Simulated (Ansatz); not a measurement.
Cu3Ag4⁺, relaxed as a singlet with RKS r2SCAN-D4/def2-SVP in Ansatz, starting from the GFN1-xTB geometry. Force threshold 0.02 eV/Å.

In the def2 sets Ag takes a core potential; there is no spin–orbit coupling. The relaxation made no stability test and no search for a lower SCF solution. No other spin state of charge 1 was run. Another isomer (singlet) lies 0.38 eV lower at PBE0-D4/def2-TZVP; other spin states weren't run for this one.

Start:

```xyz
7

Ag    0.862   -2.705    1.292
Ag   -0.040    2.319    1.565
Ag    1.015    1.193   -0.837
Ag   -1.627    0.705   -0.169
Cu    0.375   -0.192    1.361
Cu    0.060   -1.355   -0.709
Cu   -0.644    0.035   -2.502
```

```tsv
step	energy (eV)	largest force component (eV/Å)	SCF passes
1	-149903.2243	0.671	39
2	-149903.2830	0.533	25
3	-149903.3080	0.061	26
4	-149903.3095	0.014	25
```

Force components are those of the run's own axes.

End:

```xyz
7

Ag    0.8357   -2.6357    1.2542
Ag   -0.0447    2.2849    1.5209
Ag    0.9738    1.1418   -0.8093
Ag   -1.5670    0.6751   -0.1681
Cu    0.3863   -0.1957    1.3962
Cu    0.0618   -1.3200   -0.7035
Cu   -0.6459    0.0497   -2.4903
```

By distances, no bond broke or formed. The bond that changes most is Ag3–Ag4, from 2.77 to 2.66 Å (atoms count from 1).

No frequencies were taken in this run, so the end may be a saddle point.

Hardware: 4 threads of Arm Neoverse V1 on a shared host. Wall time 56 s.
